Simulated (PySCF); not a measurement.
# Steps of a relaxation of [HgF3(NH3)]−

[HgF3(NH3)]− (singlet; a saddle point, relaxed within its symmetry). PySCF 2.14.0, RKS PBE0, Hg def2-SVP with ECP60, F def2-SVP, N def2-SVP, H def2-SVP; non-relativistic Hamiltonian with scalar-relativistic core potentials where named; density fitting; no spin-orbit coupling. Origin of the start: template. Columns: position (Å) and force (eV/Å). Energies are counted from the last step; some of the 16 steps are shown. Forces carry noise of the integration grid, about 0.01 to 0.03 eV/Å.

Run from Python with OMP_NUM_THREADS=2. Where DIIS fails, smearing, a level shift and second-order steps follow.
It took 2.4 min on 2 threads of Intel(R) Xeon(R) Processor @ 2.50GHz (Skylake/Cascade Lake), on a shared host, from the converged density of the start.

```xyz
8
step 0  E = 6.822 eV
Hg    0.0083   -0.0083    0.0083    -5.38    5.38   -5.38
F     1.0212    1.0046    1.0212     8.20    8.62    8.20
F    -1.0046   -1.0212    1.0212    -8.62   -8.20    8.20
F     1.0212   -1.0212   -1.0046     8.20   -8.20   -8.62
N    -1.2157    1.2157   -1.2157    -2.33    2.33   -2.33
H    -1.8289    1.8289   -0.6786    -0.04    0.04    0.01
H    -0.6786    1.8289   -1.8289     0.01    0.04   -0.04
H    -1.8289    0.6786   -1.8289    -0.04   -0.01   -0.04
```

```xyz
8
step 5  E = 0.131 eV
Hg    0.1764   -0.1764    0.1764     0.56   -0.56    0.56
F     1.2340    1.3841    1.2340    -0.41   -0.32   -0.41
F    -1.3841   -1.2340    1.2340     0.32    0.41   -0.41
F     1.2340   -1.2340   -1.3841    -0.41    0.41    0.32
N    -1.3028    1.3028   -1.3028     0.07   -0.07    0.07
H    -1.8806    1.8806   -0.7022    -0.05    0.05   -0.03
H    -0.7022    1.8806   -1.8806    -0.03    0.05   -0.05
H    -1.8806    0.7022   -1.8806    -0.05    0.03   -0.05
```

```xyz
8
step 10  E = 0.001 eV
Hg    0.2658   -0.2658    0.2658    -0.02    0.02   -0.02
F     1.1849    1.3921    1.1849    -0.01   -0.01   -0.01
F    -1.3921   -1.1849    1.1849     0.01    0.01   -0.01
F     1.1849   -1.1849   -1.3921    -0.01    0.01    0.01
N    -1.2837    1.2837   -1.2837    -0.03    0.03   -0.03
H    -1.8777    1.8777   -0.7105     0.02   -0.02    0.01
H    -0.7105    1.8777   -1.8777     0.01   -0.02    0.02
H    -1.8777    0.7105   -1.8777     0.02   -0.01    0.02
```

Task: Where does the relaxation end?

Result: It converges at step 15 in C3v:
```xyz
8
step 15  E = 0
Hg    0.2564   -0.2564    0.2564
F     1.1738    1.4029    1.1738
F    -1.4029   -1.1738    1.1738
F     1.1738   -1.1738   -1.4029
N    -1.2783    1.2783   -1.2783
H    -1.8666    1.8666   -0.6955
H    -0.6955    1.8666   -1.8666
H    -1.8666    0.6955   -1.8666
```

Task: How did the contacts change?

Result: 
```json
{"contact": "Hg1–F2 (F)", "start (Å)": "1.754", "end (Å)": "2.106"}
{"contact": "Hg1–F3 (F)", "start (Å)": "1.754", "end (Å)": "2.106"}
{"contact": "Hg1–F4 (F)", "start (Å)": "1.754", "end (Å)": "2.106"}
{"contact": "Hg1–N5 (NH3)", "start (Å)": "2.120", "end (Å)": "2.658"}
```
